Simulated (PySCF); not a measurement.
## J couplings in C5H9NO

Molfile (atoms numbered from 1):
```
C5H9NO
     RDKit          3D

 16 15  0  0  0  0  0  0  0  0999 V2000
    2.7148   -0.7226   -0.3261 C   0  0  0  0  0  0  0  0  0  0  0  0
    1.4794   -0.3705   -0.6452 C   0  0  0  0  0  0  0  0  0  0  0  0
    0.6490    0.4178    0.3056 C   0  0  0  0  0  0  0  0  0  0  0  0
    1.1529    1.1707    1.1222 O   0  0  0  0  0  0  0  0  0  0  0  0
   -0.6968    0.2634    0.2068 N   0  0  0  0  0  0  0  0  0  0  0  0
   -1.3504   -0.6641   -0.6843 C   0  0  0  0  0  0  0  0  0  0  0  0
   -1.5621    1.0841    1.0210 C   0  0  0  0  0  0  0  0  0  0  0  0
    3.1172   -0.4704    0.6413 H   0  0  0  0  0  0  0  0  0  0  0  0
    3.3560   -1.2631   -1.0020 H   0  0  0  0  0  0  0  0  0  0  0  0
    1.0616   -0.5965   -1.6152 H   0  0  0  0  0  0  0  0  0  0  0  0
   -1.5004   -0.2299   -1.6790 H   0  0  0  0  0  0  0  0  0  0  0  0
   -0.7768   -1.5848   -0.7788 H   0  0  0  0  0  0  0  0  0  0  0  0
   -2.3271   -0.9152   -0.2714 H   0  0  0  0  0  0  0  0  0  0  0  0
   -2.2147    1.6920    0.3901 H   0  0  0  0  0  0  0  0  0  0  0  0
   -2.1761    0.4634    1.6775 H   0  0  0  0  0  0  0  0  0  0  0  0
   -0.9339    1.7346    1.6261 H   0  0  0  0  0  0  0  0  0  0  0  0
  1  2  2  0
  2  3  1  0
  3  4  2  0
  3  5  1  0
  5  6  1  0
  5  7  1  0
  1  8  1  0
  1  9  1  0
  2 10  1  0
  6 11  1  0
  6 12  1  0
  6 13  1  0
  7 14  1  0
  7 15  1  0
  7 16  1  0
M  END
```

Method: B3LYP/pcJ-1 (spin–dipole term only in couplings to heteroatoms)//GFN2-xTB, PySCF 2.14; isolated molecule, single conformer, non-relativistic. Couplings are averaged over pairs made equivalent by symmetry, fast rotation or ring inversion, so a value needn't be that of the named pair in this geometry, while other rotamers aren't included; one pair stands for each set, and the list holds a selection of those of at least 0.8 Hz over up to four bonds, among pairs with at least one C or N or H atom (others weren't computed).

Isotopes: 13C, 1H, 17O, 15N. Couplings to quadrupolar nuclei such as 17O and 33S are rarely resolved in practice.

| pair | bonds | J (Hz) |
| --- | --- | --- |
| C1, C2 | 1 | 79.3 |
| C1, H8 | 1 | 168.3 |
| C1, H9 | 1 | 164.8 |
| C2, C3 | 1 | 68.7 |
| C2, H10 | 1 | 161.2 |
| C3, O4 | 1 | 28.2 |
| C3, N5 | 1 | -18.1 |
| N5, C6 | 1 | -12.8 |
| N5, C7 | 1 | ? |
| C6, H11 | 1 | 141.0 |
| C7, H14 | 1 | 142.5 |
| C2, O4 | 2 | -3.3 |
| C2, H8 | 2 | ? |
| C3, C6 | 2 | 3.0 |
| C3, C7 | 2 | 1.4 |
| C3, H10 | 2 | 5.1 |
| H8, H9 | 2 | ? |
| H14, H15 | 2 | ? |
| C1, O4 | 3 | -1.6 |
| C2, C7 | 3 | ? |
| C3, H8 | 3 | 7.6 |
| C3, H14 | 3 | ? |
| O4, C7 | 3 | ? |
| O4, H10 | 3 | ? |
| C6, H14 | 3 | 4.3 |
| H8, H10 | 3 | 18.0 |

**Question.** Estimate the withheld couplings, with signs.

**Answer.** 
- 1J(N5,C7) = -13.9 Hz (bond length 1.444 Å)
- 2J(C2,H8) = -3.7 Hz (angle at C1 120°)
- 2J(H8,H9) = 1.0 Hz (angle at C1 117°)
- 2J(H14,H15) = -13.2 Hz (mean over equivalent pairs that range from -14.3 to -11.2 Hz in this conformer)
- 3J(C2,C7) = 1.1 Hz (dihedral angle 175°)
- 3J(C3,H14) = 2.7 Hz
- 3J(O4,C7) = -1.9 Hz (dihedral angle 5°)
- 3J(O4,H10) = -1.4 Hz (dihedral angle 149°)
